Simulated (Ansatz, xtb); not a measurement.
CH5AlBe: which of two isomers lies lower

Structure I: `[BeH][CH2][AlH2]`, a singlet. Structure II: `[CH3][Be][AlH2]`, a singlet. Both are isolated molecules in the gas phase, relaxed with B3LYP-D4/def2-TZVP; the shapes shown needn't be the lowest conformers.

I (Å):

```yaml
atoms:
  - { symbol: C, position_ang: [-0.0132, 0.5346, 0.7327] }
  - { symbol: Al, position_ang: [-0.7982, -0.4398, -0.7442] }
  - { symbol: Be, position_ang: [1.4527, -0.0098, 1.2854] }
  - { symbol: H, position_ang: [2.6268, -0.4733, 1.7026] }
  - { symbol: H, position_ang: [-0.4634, -0.0308, -2.2373] }
  - { symbol: H, position_ang: [-1.7433, -1.6806, -0.4684] }
  - { symbol: H, position_ang: [-0.7063, 0.5050, 1.5842] }
  - { symbol: H, position_ang: [0.1283, 1.5811, 0.4306] }
```

II (Å):

```yaml
atoms:
  - { symbol: C, position_ang: [-1.9532, 0.1466, 1.1499] }
  - { symbol: Al, position_ang: [1.8744, 0.9888, 0.2799] }
  - { symbol: Be, position_ang: [-0.3549, 0.4970, 0.7865] }
  - { symbol: H, position_ang: [-2.4823, 1.0171, 1.5554] }
  - { symbol: H, position_ang: [-2.5151, -0.1811, 0.2676] }
  - { symbol: H, position_ang: [-2.0415, -0.6513, 1.8964] }
  - { symbol: H, position_ang: [2.3622, 1.3873, -1.1842] }
  - { symbol: H, position_ang: [3.0381, 0.9557, 1.3686] }
```

Quicker runs give these differences E(II) − E(I): GFN2-xTB +29.6 kcal/mol; HF/STO-3G +1.5 kcal/mol (at GFN2-xTB geometries); r2SCAN-D4/def2-SVP +6.3 kcal/mol (at GFN2-xTB geometries).

**Question.** Estimate E(II) − E(I) at the level CCSD(T)/def2-TZVPP.

**Answer.** Calculated at CCSD(T)/def2-TZVPP: E(II) − E(I) = +8.7 kcal/mol, so structure I lies lower.

The same difference at several levels:

| level | geometry | E(II) − E(I) (kcal/mol) | departure from the last row (kcal/mol) | job, with rough time for the two |
| --- | --- | --- | --- | --- |
| GFN2-xTB | GFN2-xTB | +29.6 | +20.9 | optimisation, 0.31 s |
| HF/STO-3G | GFN2-xTB | +1.5 | −7.1 | single point, 0.24 s |
| r2SCAN-D4/def2-SVP | GFN2-xTB | +6.3 | −2.4 | single point, 1.8 s |
| B3LYP-D4/def2-TZVP | B3LYP-D4/def2-TZVP | +9.9 | +1.2 | optimisation, 24 s |
| HF/def2-TZVPP | B3LYP-D4/def2-TZVP | +7.0 | −1.7 | part of the CCSD(T) run |
| MP2/def2-TZVPP | B3LYP-D4/def2-TZVP | +11.7 | +3.0 | part of the CCSD(T) run |
| CCSD(T)/def2-TZVPP | B3LYP-D4/def2-TZVP | +8.7 |  | single point, 24 s |

As drawn, II has 1 Al–Be, 1 C–H in place of 1 C–Al, 1 Be–H.

None of the levels shown reverses the order. The largest departure from CCSD(T)/def2-TZVPP is that of GFN2-xTB, 20.9 kcal/mol. A small imaginary or near-zero mode remains, so no thermal terms are given.

The correlated steps freeze 6 core orbitals; the last core shell of Be is correlated, in a basis made for valence electrons. Run with Ansatz 0.2.0, xtb 6.7.1; the last row on 2 threads of Intel(R) Xeon(R) Platinum 8259CL CPU @ 2.50GHz (Skylake/Cascade Lake) on a shared host.
